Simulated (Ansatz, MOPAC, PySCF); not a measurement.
Isomers of H7NSi2: 1 is [SiH3]N[SiH3], 2 is N[SiH2][SiH3]; one conformer of each (the lowest of an xTB search), B3LYP-D3(BJ)/def2-TZVP minima.
Isomer 1 (charge 0, multiplicity 1):
```xyz
10

Si     1.54590    -0.07710     0.25540
N      0.06114     0.26751    -0.56279
Si    -1.56708    -0.02611    -0.05714
H      1.22531    -0.95207     1.40345
H      2.49986    -0.76122    -0.65164
H      2.21949     1.14759     0.75702
H      0.15640     0.77143    -1.43512
H     -1.51507    -0.95472     1.09236
H     -2.27225     1.21262     0.35988
H     -2.35370    -0.62794    -1.16142
```
Isomer 2 (charge 0, multiplicity 1):
```xyz
10

N     -1.5316     0.9142     0.1149
Si    -0.6603    -0.5786     0.1236
Si     1.6262    -0.1007    -0.0823
H     -1.3541     1.5989    -0.6032
H     -2.4978     0.9397     0.4024
H     -1.0348    -1.5449    -0.9504
H     -0.9489    -1.2514     1.4140
H      1.8591     0.7520    -1.2773
H      2.4066    -1.3523    -0.2496
H      2.1357     0.6231     1.1078
```

No zero-point or thermal terms.

The state that PM7 reach isn't checked; PM7 holds dispersion and hydrogen-bond terms.

Programs: Ansatz (a program for electronic structure) with Gaussian orbitals; MOPAC for PM7 (differences of heats of formation); PySCF for the dispersion terms. Values without a source in brackets are computed.

**Question.** What is the computed electronic energy of isomer 2 less that of isomer 1 (PM7)?

**Answer.** 19.5 kcal/mol

**Question.** What electronic energy of isomer 2 less that of isomer 1 does r2SCAN-D4/def2-TZVPP give?

**Answer.** 12.0 kcal/mol

**Question.** What is the computed electronic energy of isomer 2 less that of isomer 1 (B3LYP-D4/def2-TZVPP)?

**Answer.** 13.3 kcal/mol
